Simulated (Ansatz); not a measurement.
`C[NH][Ga]([F])[F]` + `NC([SiH3])S` → `[F][Ga]([F])[SH]` + `CNC(N)[SiH3]`  (redistribution)

Isolated molecules relaxed with PBE0-D4/def2-TZVP in Ansatz; ΔE leaves out vibrations. CBS: MP2 limit from def2 TZ/QZ plus the TZ coupled-cluster correction, frozen cores. DFT in def2-TZVPP. B3LYP here is the variant with VWN-RPA as its local correlation; programs differ in this. For Ga outer-core shells are correlated without core-valence functions, which leaves a few kJ/mol of doubt a bond. Scalar relativity is left out up to krypton. One conformer a species, not always the lowest.

`C[NH][Ga]([F])[F]`:

```xyz
9

C     0.451   -0.452   -1.146
N    -0.149   -0.564    0.167
Ga   -0.476    0.779    1.298
F    -0.077    2.425    0.892
F    -1.203    0.548    2.861
H    -0.223   -0.806   -1.934
H     0.685    0.591   -1.363
H     1.386   -1.019   -1.217
H    -0.395   -1.500    0.441
```

`NC([SiH3])S`:

```xyz
11

N     0.670   -0.330    1.331
C     0.177   -0.599   -0.005
Si   -1.083    0.708   -0.535
S     1.532   -0.620   -1.209
H    -0.079   -0.380    2.012
H     1.389   -0.995    1.593
H    -0.266   -1.598   -0.145
H    -1.729    0.289   -1.804
H    -0.387    2.007   -0.711
H    -2.131    0.858    0.517
H     1.906    0.660   -1.042
```

`[F][Ga]([F])[SH]`:

Z-matrix (Å, degrees):
```
Ga
F 1 1.736
S 1 2.163 2 122.4
F 1 1.739 2 115.1 3 180.0
H 3 1.345 1 91.6 2 -179.8
```

`CNC(N)[SiH3]`:

Z-matrix (Å, degrees):
```
C
N 1 1.448
H 1 1.091 2 109.5
H 1 1.101 2 114.7 3 121.6
H 1 1.094 2 109.2 3 -117.5
C 2 1.462 1 114.6 3 -178.7
H 2 1.014 1 110.4 3 -53.0
Si 6 1.908 2 115.2 1 77.9
N 6 1.444 2 113.8 1 -158.5
H 6 1.097 2 105.8 1 -40.7
H 8 1.489 6 110.9 2 -42.8
H 8 1.492 6 107.0 2 74.7
H 8 1.486 6 112.8 2 -165.1
H 9 1.013 6 111.2 2 -68.4
H 9 1.015 6 110.0 2 50.2
```

(1) Is it downhill or uphill in electronic energy at CCSD(T)/CBS, and by how much? (Best estimate.)

(2) What do these levels give: PBE-D4, B3LYP-D4, ωB97X-V, r2SCAN, PBE0, B3LYP, HF/def2-TZVPP, SCS-MP2/def2-TZVPP, CCSD(T)/def2-TZVPP, HF/def2-QZVPP, MP2/def2-QZVPP, HF/CBS(def2)? (Estimate.)

Largest T1 diagnostic among the species: 0.014.

## Answers

(1) The calculation gave: Downhill: ΔE = -7.6 kcal/mol.

(2) Computed: PBE-D4 -10.7, B3LYP-D4 -9.4, ωB97X-V -9.1, r2SCAN -10.3, PBE0 -10.3, B3LYP -9.4, HF/def2-TZVPP -9.1, SCS-MP2/def2-TZVPP -6.9, CCSD(T)/def2-TZVPP -8.4, HF/def2-QZVPP -8.7, MP2/def2-QZVPP -6.6, HF/CBS(def2) -8.7 kcal/mol.
